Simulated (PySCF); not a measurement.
Hf(Cl)2(OH) (Cl₂HHfO), SMILES [OH][Hf]([Cl])[Cl] (connectivity only; charge and spin as stated), neutral, multiplicity 2.

Coordinates come from a PBE-D3(BJ)/def2-SVP optimisation. The multiplicity is an assumed one; other spin states were not compared. The isomer is the one that the SMILES or the coordinates give; other isomers of the formula were not compared. The def2 effective core potentials stand for the cores of Hf; spin–orbit coupling is left out. Other conformers were not sampled.

These are PBE-D3(BJ)/def2-SVP in PySCF values and carry that method's errors.

Frequencies are harmonic and unscaled.

| mode | ν (cm⁻¹) | IR (km/mol) | moving atoms (share of kinetic energy) |
|---|---|---|---|
| 1 | 69 | 0.2 | O 32 %, Cl 30 %, Hf 29 %, H 9 % |
| 2 | 85 | 2.2 | Cl 82 %, Hf 16 % |
| 3 | 125 | 0.2 | O 70 %, Cl 18 % |
| 4 | 249 | 185.3 | H 90 %, O 9 % |
| 5 | 359 | 17.5 | Cl 91 %, Hf 8 % |
| 6 | 378 | 53.8 | Cl 73 %, Hf 25 % |
| 7 | 383 | 114.9 | H 84 %, O 15 % |
| 8 | 714 | 99.3 | O 85 %, Hf 9 % |
| 9 | 3868 | 321.8 | H 94 % |
